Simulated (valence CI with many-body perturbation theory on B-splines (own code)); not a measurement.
# E1 transitions of Sn43+

Computed by relativistic CI+MBPT: five valence electrons over a frozen Dirac-Fock core [He], radial functions for each j: 11 s, 11 p, 10 d, 8 f, 5 g, 2 h, with the one-electron correlation potential Σ1, the two-electron term Σ2, the three-electron term Σ3, Breit, model QED; selected CI, second order for the rest, scaled by the run's own slope (own B-spline code, finite nucleus).

No measured spectrum was set against this ion. As an estimate, large intervals hold to a few tenths of a per cent, small ones and those within an open d or f shell to about a per cent. Among the levels kept, up to 7200 cm⁻¹ of a level comes from second order outside the variational space, and about a tenth of that is noise between levels of different J, which matters for small intervals.

Lines 51 to 100 of 595 in falling wavelength, among levels below 4925.9 eV, chosen from the strongest by gf and those to the six lowest levels. Wavelengths and rates use the calculated energies. Electric multipoles are in the length gauge, E1 and E2 with the static RPA response of the core. Weak lines are less certain than strong ones. Lines between different terms over intervals too small for the method are left out, as are lines whose strength nearly cancels. Where a level lies close to another of its J and parity, the split of strength between their lines is uncertain. The highest levels of a list are the least certain.

Levels are named by their leading jj configuration (3d3/2^4 stands for four electrons in 3d with j = 3/2), which in mixed levels can hold well under half, so a name can repeat and another be missing. Letters in brackets count levels of one name in rising energy.

```csv
λ vac (Å),Upper,Lower,A (s⁻¹),log gf,Branch %
136.6,(2s^2 2p1/2 2p3/2 3d5/2) J=5/2 [b],(2s^2 2p1/2 2p3/2 3p3/2) J=3/2 [b],5.69e+09,-1.02,0.0
135.1,(2s 2p1/2^2 2p3/2 3d5/2) J=3/2 [a],(2s 2p1/2^2 2p3/2 3p3/2) J=3/2 [a],7.15e+09,-1.11,0.0
133.9,(2s 2p1/2 2p3/2^2 3d5/2) J=3/2 [d],(2s 2p1/2 2p3/2^2 3p3/2) J=1/2 [c],1.04e+10,-0.95,0.0
125.2,(2s 2p1/2 2p3/2^2 3d5/2) J=3/2 [c],(2s 2p1/2 2p3/2^2 3p3/2) J=1/2 [b],7.65e+09,-1.14,0.0
120.9,(2s 2p1/2 2p3/2^2 3d5/2) J=7/2 [b],(2s 2p1/2 2p3/2^2 3p3/2) J=7/2 [b],6.53e+09,-0.94,0.0
109.3,(2s^2 2p3/2^2 3d5/2) J=5/2 [a],(2s^2 2p3/2^2 3p3/2) J=5/2,7.49e+09,-1.09,0.0
107.1,(2p1/2^2 2p3/2^2 3p3/2) J=5/2,(2p1/2^2 2p3/2^2 3s) J=3/2,2.19e+10,-0.65,0.0
106.5,(2s 2p1/2 2p3/2^2 3p3/2) J=7/2 [b],(2s 2p1/2 2p3/2^2 3s) J=5/2 [b],2.01e+10,-0.56,0.1
106.4,(2s 2p1/2 2p3/2^2 3p3/2) J=5/2 [a],(2s 2p1/2 2p3/2^2 3s) J=3/2 [a],1.52e+10,-0.81,0.0
105.4,(2s 2p1/2^2 2p3/2 3p3/2) J=3/2 [a],(2s 2p1/2^2 2p3/2 3s) J=3/2 [a],3.02e+10,-0.70,0.0
104.8,(2p1/2^2 2p3/2^2 3p3/2) J=1/2,(2p1/2^2 2p3/2^2 3s) J=3/2,4.09e+10,-0.87,0.1
104.4,(2s 2p1/2 2p3/2^2 3p3/2) J=1/2 [c],(2s 2p1/2 2p3/2^2 3s) J=1/2 [c],2.90e+10,-1.02,0.0
103.5,(2s^2 2p3/2^2 3p3/2) J=5/2,(2s^2 2p3/2^2 3s) J=3/2,1.38e+10,-0.87,0.2
103.5,(2s^2 2p1/2 2p3/2 3p3/2) J=3/2 [a],(2s^2 2p1/2 2p3/2 3s) J=3/2 [b],1.16e+10,-1.13,2.6
103.3,(2s 2p1/2 2p3/2^2 3d5/2) J=5/2 [a],(2s 2p1/2 2p3/2^2 3p1/2) J=5/2 [b],7.95e+09,-1.12,0.0
103.2,(2s^2 2p1/2 2p3/2 3d3/2) J=5/2 [b],(2s^2 2p1/2 2p3/2 3p1/2) J=3/2 [b],8.91e+09,-1.07,0.0
102.1,(2s 2p1/2 2p3/2^2 3d3/2) J=7/2 [b],(2s 2p1/2 2p3/2^2 3p1/2) J=5/2 [b],1.32e+10,-0.78,0.0
101.3,(2s 2p1/2 2p3/2^2 3p3/2) J=1/2 [a],(2s 2p1/2 2p3/2^2 3s) J=3/2 [a],2.73e+10,-1.08,0.2
101.0,(2s 2p1/2 2p3/2^2 3p3/2) J=7/2 [a],(2s 2p1/2^2 2p3/2 3d5/2) J=5/2 [a],6.51e+09,-1.10,0.1
100.5,(2s 2p1/2 2p3/2^2 3d3/2) J=5/2 [e],(2s 2p1/2 2p3/2^2 3p1/2) J=3/2 [d],1.37e+10,-0.91,0.0
100.4,(2s 2p1/2 2p3/2^2 3p3/2) J=3/2 [e],(2s 2p1/2 2p3/2^2 3s) J=1/2 [c],1.60e+10,-1.02,0.0
100.2,(2s 2p1/2 2p3/2^2 3p3/2) J=3/2 [b],(2s 2p1/2 2p3/2^2 3s) J=5/2 [b],3.11e+10,-0.73,0.0
99.95,(2p1/2^2 2p3/2^2 3p3/2) J=5/2,(2p1/2^2 2p3/2^2 3s) J=5/2,2.56e+10,-0.64,0.0
99.93,(2s^2 2p3/2^2 3p3/2) J=5/2,(2s^2 2p3/2^2 3s) J=5/2,9.21e+09,-1.08,0.1
99.71,(2p1/2^2 2p3/2^2 3p3/2) J=7/2,(2p1/2^2 2p3/2^2 3s) J=5/2,5.82e+10,-0.16,0.1
99.49,(2s 2p1/2 2p3/2^2 3p3/2) J=7/2 [c],(2s 2p1/2 2p3/2^2 3s) J=5/2 [c],4.87e+10,-0.24,0.1
99.44,(2s 2p1/2 2p3/2^2 3p3/2) J=5/2 [c],(2s 2p1/2 2p3/2^2 3s) J=3/2 [b],4.05e+10,-0.44,0.1
99.27,(2s^2 2p3/2^2 3p3/2) J=1/2,(2s^2 2p3/2^2 3s) J=3/2,3.98e+10,-0.93,8.4
98.98,(2s^2 2p3/2^2 3p3/2) J=7/2,(2s^2 2p3/2^2 3s) J=5/2,3.52e+10,-0.38,2.0
97.49,(2s^2 2p3/2^2 3d5/2) J=3/2,(2s^2 2p3/2^2 3p1/2) J=1/2,1.29e+10,-1.13,0.0
97.29,(2s 2p1/2^2 2p3/2 3p3/2) J=7/2,(2s 2p1/2^2 2p3/2 3s) J=5/2,4.96e+10,-0.25,4.0
97.28,(2s 2p1/2^2 2p3/2 3p3/2) J=5/2 [b],(2s 2p1/2^2 2p3/2 3s) J=3/2 [b],5.15e+10,-0.36,0.1
97.27,(2s 2p1/2^2 2p3/2 3d3/2) J=5/2 [a],(2s 2p1/2^2 2p3/2 3p1/2) J=5/2,1.20e+10,-0.99,0.0
97.26,(2s 2p1/2 2p3/2^2 3p3/2) J=1/2 [b],(2s 2p1/2 2p3/2^2 3s) J=1/2 [b],2.51e+10,-1.15,0.2
97.13,(2s^2 2p1/2 2p3/2 3p3/2) J=1/2 [a],(2s^2 2p1/2 2p3/2 3s) J=1/2,3.12e+10,-1.05,6.8
97.09,(2s 2p1/2 2p3/2^2 3d3/2) J=3/2 [f],(2s 2p1/2 2p3/2^2 3p1/2) J=3/2 [d],1.42e+10,-1.10,0.0
97.07,(2s 2p1/2 2p3/2^2 3d3/2) J=5/2 [b],(2s 2p1/2 2p3/2^2 3p1/2) J=5/2 [b],1.42e+10,-0.92,0.0
96.81,(2s 2p1/2 2p3/2^2 3p3/2) J=9/2,(2s 2p1/2 2p3/2^2 3s) J=7/2,5.65e+10,-0.10,19.0
96.68,(2s 2p1/2^2 2p3/2 3p3/2) J=5/2 [a],(2s 2p1/2^2 2p3/2 3s) J=3/2 [a],3.19e+10,-0.57,0.1
96.39,(2s^2 2p1/2 2p3/2 3p3/2) J=5/2 [a],(2s^2 2p1/2 2p3/2 3s) J=3/2 [a],4.15e+10,-0.46,3.3
96.19,(2s 2p1/2 2p3/2^2 3d3/2) J=7/2 [a],(2s^2 2p3/2^2 3d3/2) J=5/2,8.68e+09,-1.02,0.0
96.05,(2s 2p1/2 2p3/2^2 3p3/2) J=7/2 [b],(2s 2p1/2 2p3/2^2 3s) J=7/2,2.31e+10,-0.59,0.1
95.82,(2s 2p1/2 2p3/2^2 3d3/2) J=3/2 [b],(2s 2p1/2 2p3/2^2 3p1/2) J=5/2 [b],2.43e+10,-0.87,0.0
95.73,(2s 2p1/2 2p3/2^2 3p3/2) J=5/2 [d],(2s 2p1/2 2p3/2^2 3s) J=3/2 [d],2.51e+10,-0.68,0.2
95.61,(2s 2p1/2 2p3/2^2 3d3/2) J=5/2 [a],(2s 2p1/2 2p3/2^2 3p1/2) J=5/2 [a],1.38e+10,-0.94,0.0
95.50,(2s 2p1/2 2p3/2^2 3p3/2) J=5/2 [d],(2s 2p1/2 2p3/2^2 3s) J=5/2 [c],1.09e+10,-1.05,0.1
95.42,(2s 2p1/2^2 2p3/2 3d3/2) J=5/2 [a],(2s 2p1/2^2 2p3/2 3p1/2) J=3/2 [a],1.68e+10,-0.86,0.1
95.41,(2s^2 2p1/2 2p3/2 3p3/2) J=7/2,(2s^2 2p1/2 2p3/2 3s) J=5/2,5.27e+10,-0.24,17.0
95.40,(2s 2p1/2 2p3/2^2 3s) J=5/2 [a],(2s^2 2p3/2^2 3s) J=5/2,1.18e+10,-1.01,0.0
95.17,(2s 2p1/2 2p3/2^2 3p3/2) J=3/2 [d],(2s 2p1/2 2p3/2^2 3s) J=1/2 [b],2.72e+10,-0.83,0.1
```

(1) How does gf follow from A for the line at 105.4 Å?

Results:

(1) gf = 1.4992 × (2J+1)_upper × A / σ², with σ = 948765 cm⁻¹ and 2J+1 = 4: gf = 0.201.
